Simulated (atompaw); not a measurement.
**helium (He): PAW (atompaw) pseudisation with PBE, scalar-relativistic reference atom.**

Input for atompaw 4.2.0.5:

```
He 2
GGA-PBE scalarrelativistic loggrid 1500 logderivrange -5 5 251
1 0 0 0 0 0
1 0 1
0 0 0
v
1
0.60 0.55 0.40 0.35
y
-0.15
n
y
0.1
y
2.15
n
custom rrkj gramschmidtortho besselshape
bessel
0.60
0.60
0.55
0.60
PWSCFOUT
UPFDX 0.0125d0 UPFXMIN -7.d0 UPFZMESH 2.d0
END
```

Command:

```bash
atompaw < He.input > He.log
```

The program printed (summary file):

```
Completed calculations for He (AE)

 Exchange-correlation type: GGA, Perdew-Burke-Ernzerhof

 Radial integration grid is logarithmic
 r0 =   3.3613967E-03 h =   6.7227934E-03   n =      1500 rmax =   8.0000000E+01

 Scalar relativistic calculation

 AEatom converged in  16 iterations
   nz     =   2.00
   delta  =       9.022736158842E-17

 All Electron Orbital energies:
  n  l      occupancy      energy
  1  0      1.0000000E+00 -2.8759984E+00

 Total energy
   Total                    :       -3.80429370493510

 ---
 Completed calculations for He (SC)

 Exchange-correlation type: GGA, Perdew-Burke-Ernzerhof

 Radial integration grid is logarithmic
 r0 =   3.3613967E-03 h =   6.7227934E-03   n =      1500 rmax =   8.0000000E+01

 Scalar relativistic calculation

 SCatom converged in   1 iterations
   nz     =   2.00
   delta  =       8.787536723342E-19

 Valence Electron Orbital energies:
  n  l      occupancy      energy
   1  0      1.0000000E+00 -2.8759984E+00

 Total energy
   Total                    :       -3.80429370493513
   Valence                  :       -3.80429370493513

 PAW parameters:
       lmax =            1
         rc =   0.59990151369771372
        irc =          773
   rc_shape =   0.54941677842352976
    rc_vloc =   0.39965832573464566
    rc_core =   0.34895500177227884
   Vloc: truncated form - Vps(r)=A.sin(qr)/r for r<rc
   Projector type: RRKJ pseudization + Gram-Schmidt ortho.
   Bessel compensation charge shape zeroed at   5.4942E-01

 Number of basis functions     4
 No.   n  nodes  l      Energy         Cp coeff         Occ
  1    1    0    0   -0.2875998E+01  0.1000000E+01  0.1000000E+01
  2  999    1    0   -0.1500000E+00 -0.2322440E-02  0.0000000E+00
  3  999    0    1    0.1000000E+00  0.1000000E+01  0.0000000E+00
  4  999    1    1    0.2150000E+01  0.8005991E-02  0.0000000E+00

 Eigenvalues of overlap operator (in the basis of projectors):
    1        5.47034694E-01
    2        7.08578624E+00
    3        1.05015062E+02
    4        5.67184574E+03

 Orbital leakage outside PAW augmentation regions
   orb  is_core?  %out_of_sphere
   1 0    F          59.00

 Summary of PAW energies
   Total valence energy     :     -3.80435151660296
   Smooth energy            :     11.02122770614346
   One center               :    -14.82557922274642
   Smooth kinetic           :      3.38360382031031
   Vloc energy              :      0.14878210349529
   Smooth exch-corr         :     -0.96487423258372
   One-center xc            :     -0.04749646721247
```

The run took about 0.23 s on one core of a shared server CPU.
